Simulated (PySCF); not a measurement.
**How methods differ on the ionisation energy of Rh⁺**

Rh⁺ [Kr] 4d8 (3F) → Rh²⁺ [Kr] 4d7 (4F), as a difference of total energies. Calculation: PySCF 2.14, in def2-TZVP with the def2 core potential (28 electrons) (6s4p3d1f, 40 functions); a scalar-relativistic core potential. Correlated levels: valence: 4s2 4p6 frozen. The calculations carry no spin-orbit coupling.

```csv
method,ionisation energy (eV)
UHF,16.179
PBE,18.411
M06-L,17.525
MP2 (valence),17.406
SCS-MP2 (valence),17.413
```

Question: How much does correlation contribute at MP2 (valence)?

Answer: 17.406 − (16.179) = 1.227 eV, measured against UHF.

The reference lies between the lowest fine-structure levels, while these numbers refer to the centres of the terms.

Errors of the correlated levels include the incompleteness of this basis and the frozen core.

For comparison: 18.08 eV (semi-empirical (NIST evaluation); NIST Atomic Spectra Database, ionization energies).
